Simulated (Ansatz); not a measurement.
Reaction (formal exchange of groups at a P–N bond): `[SiH3]P[NH][SbH2]` + SiH₄ → `[SiH3]P[SiH3]` + `[NH2][SbH2]`

Computed with Ansatz on PBE0-D4/def2-TZVP structures; ΔE is electronic, products minus reactants. CCSD(T)/CBS adds triple-zeta CCSD(T) − MP2 to the extrapolated MP2 energy (def2 sets, frozen cores). This one scheme is used for every species. Functionals use def2-TZVPP. HSE06 is defined as in plane-wave codes. Elements past krypton have def2 core potentials. For Sb outer-core shells are correlated without core-valence functions, which leaves a few kJ/mol of doubt a bond. Each species was taken in one conformer, which may not be the lowest.

CCSD(T)/CBS gives -12.4 kcal/mol.

(1) Another level gave -12.4 kcal/mol. Which?
A. revPBE/def2-TZVPP
B. CAM-B3LYP/def2-TZVPP
C. CCSD(T)/def2-TZVPP
D. HSE06-D4/def2-TZVPP

Largest T1 diagnostic among the species: 0.014.

Answers

(1) C. CCSD(T)/def2-TZVPP -12.4, CAM-B3LYP -10.9, revPBE -15.4, HSE06-D4 -13.9 kcal/mol.

In def2-TZVPP, CCSD(T) changes the Hartree–Fock value by −2.2 kcal/mol (the triples alone add −0.2 kcal/mol) and MP2 by −2.0 kcal/mol. At CCSD(T), def2-SVP lies +1.4 kcal/mol from the extrapolated value and def2-TZVPP −0.0 kcal/mol.

CCSD(T)/CBS has its own doubt, a few kJ/mol and more with outer-core shells, so smaller differences from it don't rank the levels.
